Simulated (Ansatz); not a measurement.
CH4OSSi can be A, `O[SiH]1CS1`, or B, `O=CS[SiH3]`.

Computed with Ansatz on PBE0-D4/def2-TZVP structures; ΔE is electronic, products minus reactants. CCSD(T)/CBS adds triple-zeta CCSD(T) − MP2 to the extrapolated MP2 energy (def2 sets, frozen cores). Functionals use def2-TZVPP. B3LYP here is the variant with VWN-RPA as its local correlation; programs differ in this. Each species was taken in one conformer, which may not be the lowest.

A:

```xyz
8

O    -1.431   -1.267   -0.283
Si   -0.583    0.119   -0.438
C     0.839    0.545    0.632
S     1.374    0.132   -1.130
H    -0.931   -2.078   -0.174
H    -1.541    1.149   -0.867
H     1.057    1.574    0.903
H     1.216   -0.173    1.356
```

B:

```xyz
8

O     0.5582    1.4747    0.8737
C     0.0501    1.6446   -0.1989
S    -0.5709    0.3576   -1.2355
Si   -0.0563   -1.2520    0.1145
H    -0.0809    2.6429   -0.6511
H    -0.7889   -1.1064    1.3911
H     1.4077   -1.3025    0.3197
H    -0.5191   -2.4589   -0.6135
```

Q: Which is lower in electronic energy at CCSD(T)/CBS, and by how much? (Estimate.)

A: The calculation gave: A, by 130.0 kJ/mol.

Q: Give E(B) − E(A) in kJ/mol with MP2/def2-TZVPP, CCSD(T)/def2-SVP, B3LYP-D4, PBE-D4, r2SCAN-D4, ωB97M-V, BLYP-D4. (An estimate is asked.)

A: Computed: MP2/def2-TZVPP 134.3, CCSD(T)/def2-SVP 65.8, B3LYP-D4 105.2, PBE-D4 105.1, r2SCAN-D4 118.2, ωB97M-V 124.9, BLYP-D4 88.1. None reverses the order clearly.

Q: Does the order hold for the free energy at 298.15 K (harmonic terms from PBE0-D4)? (An estimate is asked.)

A: The calculation gave: Yes: G(B) − G(A) = +113.1 kJ/mol, for one conformer each.

Largest T1 diagnostic: 0.017.

Leaving LDA and LC-ωPBE aside and taking each functional with its dispersion term where it has one, the values, not all of them listed here, spread over 46.4 kJ/mol, from BLYP-D4 to PBE-QIDH. LDA lies +18.9 kJ/mol from PBE without D4. In def2-TZVPP, CCSD(T) changes the Hartree–Fock value by +11.3 kJ/mol (the triples alone add −3.7 kJ/mol) and MP2 by +25.4 kJ/mol.
